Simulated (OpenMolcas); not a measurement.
# Ionisation energies of calcium

```json
{
  "Program": "OpenMolcas 26.06",
  "Basis": "ANO-RCC-VQZP [7s6p3d2f1g]",
  "Scalar Hamiltonian": "DKH2, point nucleus",
  "Spin-orbit coupling": "RASSI with atomic mean-field integrals over the reference wave functions, term energies averaged over their components"
}
```

Active shells in each charge state: the valence s, p shells, with orbitals averaged over the low states. Where CASPT2's correlated closed shells are named, they are those of the first ion.

A. CASSCF
B. SS-CASPT2, IPEA 0.25 Eh, imaginary shift 0.1 Eh (closed shells correlated: 3s 3p)
C. SS-CASPT2, IPEA 0.25 Eh, imaginary shift 0.1 Eh (closed shells correlated: 2s 2p 3s 3p)
D. SS-CASPT2, IPEA 0 Eh, imaginary shift 0.1 Eh (closed shells correlated: 3s 3p)
E. SS-CASPT2, IPEA 0.25 Eh, imaginary shift 0.1 Eh (closed shells correlated: none)

Energies in eV between the lowest computed levels, named as in B; reference values from the NIST Atomic Spectra Database with their kind.

```
         From             To       A       B       C       D       E  Spin-orbit share in B          Reference
   Ca 4s² ¹S₀  Ca+ 4s ²S_1/2   5.867   6.030   6.031   6.027   5.899                 +0.000   6.113 (measured)
Ca+ 4s ²S_1/2   Ca2+ 3p⁶ ¹S₀  11.352  11.798  11.802  11.826  11.352                 +0.000  11.872 (measured)
```

Error against the reference values, in %:

```
From  Reference     A     B     C     D     E
  Ca   measured  -4.0  -1.4  -1.3  -1.4  -3.5
 Ca+   measured  -4.4  -0.6  -0.6  -0.4  -4.4
```

Mean absolute error over the 2 measured values: A 0.38 eV, B 0.08 eV, C 0.08 eV, D 0.07 eV, E 0.37 eV.
